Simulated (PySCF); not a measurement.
How exact exchange moves a shielding

Molecule: `InChI=1S/CH6Cl2OSi2/c2-1-6(3)4-5/h6H,1H2,5H3/t6-/m1/s1`.

Molfile (atoms numbered from 1):
```
CH6Cl2OSi2
     RDKit          3D

 12 11  0  0  0  0  0  0  0  0999 V2000
    1.7991    0.9169   -0.1899 Si  0  0  0  0  0  4  0  0  0  0  0  0
    1.0319   -0.5493    0.0153 O   0  0  0  0  0  0  0  0  0  0  0  0
   -0.3736   -1.2903    0.4064 Si  0  0  1  0  0  4  0  0  0  0  0  0
   -0.1151   -2.3865    2.1365 Cl  0  0  0  0  0  0  0  0  0  0  0  0
   -1.6927   -0.0062    0.7835 C   0  0  0  0  0  0  0  0  0  0  0  0
   -1.8219    1.0952   -0.6257 Cl  0  0  0  0  0  0  0  0  0  0  0  0
    3.2521    0.7022    0.0542 H   0  0  0  0  0  0  0  0  0  0  0  0
    1.5870    1.4085   -1.5793 H   0  0  0  0  0  0  0  0  0  0  0  0
    1.2697    1.9100    0.7911 H   0  0  0  0  0  0  0  0  0  0  0  0
   -0.7840   -2.2114   -0.6778 H   0  0  0  0  0  0  0  0  0  0  0  0
   -2.6775   -0.4636    0.9581 H   0  0  0  0  0  0  0  0  0  0  0  0
   -1.4298    0.5947    1.6664 H   0  0  0  0  0  0  0  0  0  0  0  0
  1  2  1  0
  2  3  1  0
  3  4  1  0
  3  5  1  0
  5  6  1  0
  1  7  1  0
  1  8  1  0
  1  9  1  0
  3 10  1  6
  5 11  1  0
  5 12  1  0
M  END
```

GIAO shieldings (ppm, equivalent atoms averaged) in PySCF 2.14 on the PBE0-D3(BJ)/def2-SVP geometry, basis pcSseg-1, gas phase, non-relativistic:

```tsv
functional	exact exchange (%)	σ(Si3)	σ(Si1)	σ(O2)	σ(Cl4)
BLYP	0	342.8	368.1	282.9	848.7
BP86	0	348.5	371.0	286.4	853.4
PBE	0	348.8	372.0	286.6	852.8
B3LYP	20	355.6	379.9	291.7	872.1
mPW1PW91	25	364.4	386.2	296.6	883.0
BHandHLYP	50	375.9	399.1	302.0	901.9
HF	100	413.5	435.0	315.7	946.7
```

**Question.** Fit each shielding as a line in the percentage of exact exchange.

**Answer.** σ(Si3) = 345.8 + 0.66 x (rms 2.7 ppm); σ(Si1) = 369.5 + 0.64 x (rms 1.9 ppm); σ(O2) = 286.0 + 0.31 x (rms 1.7 ppm); σ(Cl4) = 853.2 + 0.95 x (rms 2.9 ppm). The functionals also differ in their semilocal parts, which the line can't hold; Hartree–Fock has no correlation at all.

**Question.** What does the line predict for PBE0 (25 %), and what does the run give?

**Answer.** σ(Si3): 362.3 predicted, 365.0 computed; σ(Si1): 385.5 predicted, 387.4 computed; σ(O2): 293.8 predicted, 296.9 computed; σ(Cl4): 877.0 predicted, 882.3 computed ppm.
